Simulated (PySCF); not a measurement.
# Electron correlation in Ag³⁺ (silver, charge +3)

[Kr] 4d8, high-spin 3F determinant. All numbers are calculated (PySCF 2.14, scalar relativity through the core potential, in aug-cc-pVDZ-PP with ECP28MDF). Frozen: 4s2 4p6; 8 electrons correlated.

| level | correlation energy (mhartree) |
| --- | --- |
| CCSD | -166.13 |
| (T) | -1.47 |
| CCSD(T) | -167.60 |

Diagnostics: T1 = 0.0021, D1 = 0.0031, largest double amplitude 0.013.

Cost of the coupled-cluster step: roughly 2.9 core-seconds, for 8 correlated electrons.

Iterations:

```
CC2 = 0
CCSD nocc = (np.int64(5), np.int64(3)), nmo = (50, 50)
frozen orbitals [[0, 1, 2, 3], [0, 1, 2, 3]]
max_cycle = 100
direct = 0
conv_tol = 1e-08
conv_tol_normt = 1e-06
diis_space = 8
diis_start_cycle = 0
Init t2, MP2 energy = -0.163624729857494
Init E_corr(UCCSD) = -0.163624729857994
cycle = 1  E_corr(UCCSD) = -0.165572873801396  dE = -0.00194814394  norm(t1,t2) = 0.0121211
cycle = 2  E_corr(UCCSD) = -0.165998490246568  dE = -0.000425616445  norm(t1,t2) = 0.00328696
cycle = 3  E_corr(UCCSD) = -0.166129801337467  dE = -0.000131311091  norm(t1,t2) = 0.00146677
cycle = 4  E_corr(UCCSD) = -0.166134696687735  dE = -4.89535027e-06  norm(t1,t2) = 0.000366707
cycle = 5  E_corr(UCCSD) = -0.16612940517489  dE = 5.29151284e-06  norm(t1,t2) = 0.000111532
cycle = 6  E_corr(UCCSD) = -0.166130284460463  dE = -8.79285573e-07  norm(t1,t2) = 3.25235e-05
cycle = 7  E_corr(UCCSD) = -0.166130174211526  dE = 1.10248937e-07  norm(t1,t2) = 4.91126e-06
cycle = 8  E_corr(UCCSD) = -0.166130167143699  dE = 7.06782688e-09  norm(t1,t2) = 8.53955e-07
UCCSD converged
E(UCCSD) = -144.0519799993942  E_corr = -0.1661301671436994
UCCSD(T) correction = -0.00146912602196094
```
